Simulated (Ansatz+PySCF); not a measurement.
# singlet BeH₂: levels of theory in one basis

```json
{"atom": "H", "x (Å)": "0.0000", "y (Å)": "0.0000", "z (Å)": "-1.3391"}
{"atom": "Be", "x (Å)": "0.0000", "y (Å)": "0.0000", "z (Å)": "0.0000"}
{"atom": "H", "x (Å)": "0.0000", "y (Å)": "0.0000", "z (Å)": "1.3391"}
```

Basis set: def2-SVP (spherical functions). All electrons are correlated. Charge 0, multiplicity 1.

Computed with Ansatz (development build ahead of 0.2.0); each method stands on the lowest determinant of its kind that the runs found. NEVPT2 correlates all electrons. Active spaces start from the frontier orbitals, and the lowest solution found is given.

```tsv
method	E − E(RHF) (eV)	<S²> of the determinant
RHF	0.00	0.00
RHF-MP2	-1.20	–
RHF-CCSD	-1.59	–
RHF-CCSD(T)	-1.60	–
CASSCF(4,6)	-1.02	–
CASSCF(2,2)	-0.35	–
SC-NEVPT2(2,2)	-1.22	–
```

Task: What does SC-NEVPT2(4,6) give on the same scale?

Result: -1.39 eV. NEVPT2 here correlates all electrons, so it doesn't share the others' frozen core.

Task: Is a single determinant a sound starting point here?

Result: By this sign, yes. Unrestricted orbitals gain 0.00 eV and <S²> is 0.00 against 0.00 for a pure state. The CASSCF(4,6) natural occupations are 1.98, 1.97, 0.02, 0.01, 0.01, 0.01. The CASSCF(2,2) natural occupations are 1.98, 0.02.

Caution for CASSCF(4,6), CASSCF(2,2): other starts end on other solutions of this active space.
